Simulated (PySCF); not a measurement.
Stepwise substitution at one centre (In CH3-NH2). Isolated molecules, 0 K electronic values unless said otherwise. One relaxed conformer stands for each flexible species; it need not be the lowest. Strings in code marks are SMILES.

The numbers are results of PBE-D3(BJ)/def2-TZVP // B3LYP-D3(BJ)/def2-TZVP run with PySCF, not measurements. Excitations are Tamm–Dancoff values on a coarser integration grid. The basis has no diffuse functions, so Rydberg states are missing or too high.

| species | T1 excitation (TDA) (eV) | brightest of the four lowest singlets (TDA) (eV) |
|---|---|---|
| 0 of 3 CH3 replaced by NH2 | ? | 5.71 |
| 1 of 3 CH3 replaced by NH2 (`[NH2][In]([CH3])[CH3]`) | 3.77 | 5.01 |
| 2 of 3 CH3 replaced by NH2 (`[CH3][In]([NH2])[NH2]`) | 3.83 | 5.18 |
| 3 of 3 CH3 replaced by NH2 (`[NH2][In]([NH2])[NH2]`) | 3.44 | ? |

Problem. Complete the blanks.

Solution. 
- 0 of 3 CH3 replaced by NH2, T1 excitation (TDA) (eV): 4.09
- 3 of 3 CH3 replaced by NH2 (`[NH2][In]([NH2])[NH2]`), brightest of the four lowest singlets (TDA) (eV): 4.92
